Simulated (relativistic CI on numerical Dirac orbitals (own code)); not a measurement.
## Slater and spin-orbit integrals, Ta¹⁵⁺

Calculated at this level of theory: Dirac-Coulomb-Breit CI, separate exchange-only KLI orbitals for each configuration, a model potential for QED, unscaled Slater integrals (own radial code, finite nucleus).

Slater integrals F^k, G^k are unscaled and averaged over j, outside the closed core [Ar] 3d10 4p6; ζ comes from projecting the Hamiltonian with its Breit term on Σ l·s of the shell.

- 4s2.4d10.4f11.5s: F^2(4f,4f) = 183840, F^4(4f,4f) = 117580, F^6(4f,4f) = 85265, ζ(4f) = 4884.2, G^3(4f,5s) = 34994 cm⁻¹; <r>(4f) = 0.546, <r^2>(4f) = 0.3536, <r>(5s) = 0.9493, <r^2>(5s) = 1.003 (bohr units).
- 4s2.4d10.4f12: F^2(4f,4f) = 180940, F^4(4f,4f) = 115610, F^6(4f,4f) = 83789, ζ(4f) = 4719.7 cm⁻¹; <r>(4f) = 0.5532, <r^2>(4f) = 0.3634 (bohr units).
- 4s2.4d10.4f10.5s2: F^2(4f,4f) = 186950, F^4(4f,4f) = 119720, F^6(4f,4f) = 86858, ζ(4f) = 5051.1 cm⁻¹; <r>(4f) = 0.5385, <r^2>(4f) = 0.3434 (bohr units).

Averages of the first 10 configurations, taken without configuration mixing, which lowers the lowest level and can move excited configurations by several eV; other configurations of the list can lie among them:

```tsv
Configuration	Parity	States	Average energy above the lowest level (eV)
4s2.4d10.4f11.5s	odd	728	15.0
4s2.4d10.4f12	even	91	24.5
4s2.4d10.4f10.5s2	even	1001	11.9
4s2.4d10.4f11.5p	even	2184	59.1
4s2.4d10.4f10.5s.5p	odd	12012	53.7
4s2.4d10.4f11.5f	even	5096	181.1
4s2.4d9.4f12.5s	even	1820	230.0
4s2.4d10.4f10.5s.6s	even	4004	166.4
4s2.4d10.4f11.6s	odd	728	168.1
4s2.4d9.4f13	odd	140	239.8
```
